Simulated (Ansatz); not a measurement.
One change: `CSB(C)C` becomes `CB(C)CS`.

Ansatz, PBE0-D4/def2-TZVP geometries, multiplicity 1. Each molecule was computed in one conformer, which needn't be the lowest. `CB(C)CS` holds a close contact that its SMILES doesn't draw: S···B 2.35 Å.

```csv
property,`CSB(C)C`
HOMO–LUMO gap (PBE0/def2-TZVPP) / eV,7.05
HOMO–LUMO gap (ωB97M-V/def2-TZVPP) / eV,11.22
LUMO energy (B3LYP/def2-TZVPP) / eV,-0.37
LUMO energy (PBE/def2-TZVPP) / eV,-1.13
HOMO–LUMO gap (PBE/def2-TZVPP) / eV,4.95
size of the dipole moment (B3LYP/def2-TZVPP) / D,1.44
```

Problem. Give the same properties after the change, and the shifts. (Best estimate.)

Solution. Ansatz gave: 
| property | `CB(C)CS` | shift |
| --- | --- | --- |
| HOMO–LUMO gap (PBE0/def2-TZVPP) / eV | 7.09 | 0.04 |
| HOMO–LUMO gap (ωB97M-V/def2-TZVPP) / eV | 11.00 | -0.22 |
| LUMO energy (B3LYP/def2-TZVPP) / eV | -0.27 | 0.10 |
| LUMO energy (PBE/def2-TZVPP) / eV | -0.99 | 0.14 |
| HOMO–LUMO gap (PBE/def2-TZVPP) / eV | 4.94 | -0.01 |
| size of the dipole moment (B3LYP/def2-TZVPP) / D | 1.01 | -0.43 |

Dipoles are sizes alone; their direction can turn.

B3LYP here is the variant with VWN-RPA as its local correlation; programs differ in this.
